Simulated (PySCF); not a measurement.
## Working out the ionisation energy of Sb+

Sb+ [Kr] 4d10 5s2 5p2 (3P) → Sb(2+) [Kr] 4d10 5s2 5p1 (2P). Calculation: PySCF 2.14, in aug-cc-pVTZ-DK3 (8s7p5d2f, 68 functions); the spin-free X2C one-electron Hamiltonian (Gaussian nucleus). Frozen: [Kr] 4d10. Energies in hartree (1 hartree = 27.21139 eV):

| part | Sb+ (lower) | Sb(2+) (upper) |
| --- | --- | --- |
| UHF | -6477.394768 | -6476.806684 |
| MP2 opposite-spin | -0.037947 | -0.031601 |
| MP2 same-spin | -0.007637 | -0.002268 |

Q: What does Hartree-Fock give?

A: (-6476.806684) − (-6477.394768) = 0.588084 hartree = 16.003 eV.

Q: What do MP2 and SCS-MP2 (6/5 opposite-spin, 1/3 same-spin) give?

A: The opposite-spin parts differ by 0.173 eV and the same-spin parts by 0.146 eV. MP2: 16.003 + (0.173) + (0.146) = 16.322 eV. SCS-MP2: 16.003 + 1.2 × (0.173) + (0.146)/3 = 16.259 eV.

A first-order spin-orbit estimate adds -0.070 eV to MP2 (valence), giving 16.252 eV against 16.626 ± 0.025 eV (measured; NIST Atomic Spectra Database, ionization energies).

What remains against the reference includes basis incompleteness, the frozen core and correlation beyond second order.
